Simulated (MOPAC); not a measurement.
A run for MOPAC: PM6 on AsH3 (SMILES [AsH3]), a point of a bond scan (R = 2.669 Å).

```
PM6 1SCF PRECISE CHARGE=0 THREADS=1
AsH3

As     0.00042674 1     0.00037277 1     0.07075147 1
H     -0.49276923 1     2.15631995 1    -1.42350906 1
H     -0.93712035 1    -0.86192286 1    -0.76812259 1
H      1.20443737 1    -0.38272110 1    -0.78356432 1
```

Program output:

```
*******************************************************************************
 **                                                                           **
 **                              MOPAC v23.2.5                                **
 **                                                                           **
 *******************************************************************************
 ** MOPAC's Digital Object Identifier: https://doi.org/10.5281/zenodo.6511958 **
 **                                                                           **
 ** Please cite the open-source release paper for use of this MOPAC version:  **
 ** J. E. Moussa and J. J. P. Stewart (2026)                                  **
 ** MOPAC: An open-source semiempirical molecular orbital program             **
 ** J. Open Source Softw., 11(119), 8025, https://doi.org/10.21105/joss.08025 **
 *******************************************************************************

                              PM6 CALCULATION RESULTS

 *******************************************************************************
 *  PM6        - The PM6 Hamiltonian to be used
 *
 *
 *
 *                 CHARGE ON SYSTEM = 0
 *
 *
 *
 *  PRECISE    - TIGHTER CRITERIA TO BE USED
 *  1SCF       - DO 1 SCF AND THEN STOP
 *  THREADS=1  - MULTI-THREADING NOT USED
 *  T=         - A TIME OF 172800.0 SECONDS REQUESTED
 *  DUMP=N     - RESTART FILE WRITTEN EVERY 7200.0 SECONDS REQUESTED
 *******************************************************************************
PM6 1SCF PRECISE CHARGE=0 THREADS=1
 AsH3

   ATOM   CHEMICAL          X               Y               Z
  NUMBER   SYMBOL      (ANGSTROMS)     (ANGSTROMS)     (ANGSTROMS)

     1      As          0.00042674  *   0.00037277  *   0.07075147  *
     2       H         -0.49276923  *   2.15631995  *  -1.42350906  *
     3       H         -0.93712035  *  -0.86192286  *  -0.76812259  *
     4       H          1.20443737  *  -0.38272110  *  -0.78356432  *



          CARTESIAN COORDINATES

    NO.       ATOM           X           Y           Z

     1        As          0.0004      0.0004      0.0708
     2         H         -0.4928      2.1563     -1.4235
     3         H         -0.9371     -0.8619     -0.7681
     4         H          1.2044     -0.3827     -0.7836

 General Reference for PM6:
 "Optimization of Parameters for Semiempirical Methods V: Modification of NDDO Approximations
 and Application to 70 Elements", J. J. P. Stewart, J. Mol. Mod., 13, 1173-1213 (2007)
 URL: https://link.springer.com/article/10.1007/s00894-007-0233-4

           Empirical Formula: H3 As  =     4 atoms



      MOLECULAR POINT GROUP   :   Cs


      RHF CALCULATION, NO. OF DOUBLY OCCUPIED LEVELS = 4


 -------------------------------------------------------------------------------
 PM6 1SCF PRECISE CHARGE=0 THREADS=1
 AsH3



     1SCF WAS SPECIFIED, SO BFGS WAS NOT USED
     SCF FIELD WAS ACHIEVED


                              PM6 CALCULATION
                                                       MOPAC v23.2.5 Linux




          FINAL HEAT OF FORMATION =        113.23077 KCAL/MOL =     473.75752 KJ/MOL


          COSMO AREA              =         76.65 SQUARE ANGSTROMS
          COSMO VOLUME            =         56.79 CUBIC ANGSTROMS

          IONIZATION POTENTIAL    =          7.915832 EV
          HOMO LUMO ENERGIES (EV) =         -7.916 -0.389
          NO. OF FILLED LEVELS    =          4
          MOLECULAR WEIGHT        =         77.9453         POINT GROUP:  Cs

          MOLECULAR DIMENSIONS (Angstroms)

            Atom       Atom       Distance
            H     3    H     2     3.12038
            H     4    H     2     2.05441
            H     3   As     1     0.96673


          SCF CALCULATIONS        =          1





   ATOM   CHEMICAL          X               Y               Z
  NUMBER   SYMBOL      (ANGSTROMS)     (ANGSTROMS)     (ANGSTROMS)

     1      As          0.00042674  *   0.00037277  *   0.07075147  *
     2       H         -0.49276923  *   2.15631995  *  -1.42350906  *
     3       H         -0.93712035  *  -0.86192286  *  -0.76812259  *
     4       H          1.20443737  *  -0.38272110  *  -0.78356432  *

                             CARTESIAN COORDINATES

   1   As        0.000426740     0.000372770     0.070751470
   2    H       -0.492769230     2.156319950    -1.423509060
   3    H       -0.937120350    -0.861922860    -0.768122590
   4    H        1.204437370    -0.382721100    -0.783564320


           Empirical Formula: H3 As  =     4 atoms



      MOLECULAR POINT GROUP   :   Cs


                  EIGENVALUES
 -16.49938 -12.09704 -10.16863  -7.91583  -0.38877   3.61615   3.74705  55.08982
  55.13082  55.16989  55.23747  55.36414


              NET ATOMIC CHARGES AND DIPOLE CONTRIBUTIONS

  ATOM NO.   TYPE          CHARGE      No. of ELECS.   s-Pop       p-Pop       d-Pop
    1         As           0.062143        4.9379     1.81591     3.11512     0.00682
    2          H           0.007614        0.9924     0.99239
    3          H          -0.034879        1.0349     1.03488
    4          H          -0.034879        1.0349     1.03488
 DIPOLE           X         Y         Z       TOTAL
 POINT-CHG.    -0.063     0.287     0.229     0.373
 HYBRID         0.099    -0.472    -0.913     1.032
 SUM            0.036    -0.185    -0.684     0.709


          ATOMIC ORBITAL ELECTRON POPULATIONS

     Atom    s        px        py        pz      x^2-y^2     xz        z^2       yz        xy
    1 As   1.81591   0.97054   1.00541   1.13918   0.00066   0.00296   0.00006   0.00178   0.00136
    2  H   0.99239
    3  H   1.03488
    4  H   1.03488

 **********************
 *                    *
 * JOB ENDED NORMALLY *
 *                    *
 **********************




 == MOPAC DONE ==
```

The run finished.

Cost: around 0.020 core-seconds (rough).
